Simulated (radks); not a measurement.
Spin polarisation of the 5d5 shell in Re. Start: [Xe] 4f14 5d(up 2.5, down 2.5) 6s2; electrons of 5d are moved from spin down to spin up, other shells keep equal spins. Calculated with a radial shooting solver on a logarithmic mesh with Libxc functionals: non-relativistic Kohn-Sham, LDA (Slater exchange, Perdew-Wang correlation), spin-polarised, spherical densities, point nucleus.

moment (Bohr magnetons)  E - E(0) (eV)  e(5d up) (eV)  e(5d down) (eV)  6s down minus up (eV)
0                                0.000         -7.036           -7.036                  0.000
1                               -0.133         -7.288           -6.756                  0.226
2                               -0.532         -7.515           -6.448                  0.454
3                               -1.200         -7.716           -6.109                  0.688
4                               -2.141         -7.891           -5.736                  0.927
5                               -3.357         -8.037           -5.326                  1.174

At moment 5 the spin-polarisation energy is -3.357 eV and the 5d exchange splitting 2.712 eV, that is 0.542 eV per Bohr magneton; E = -I m^2/4 would give I = 0.537 eV.
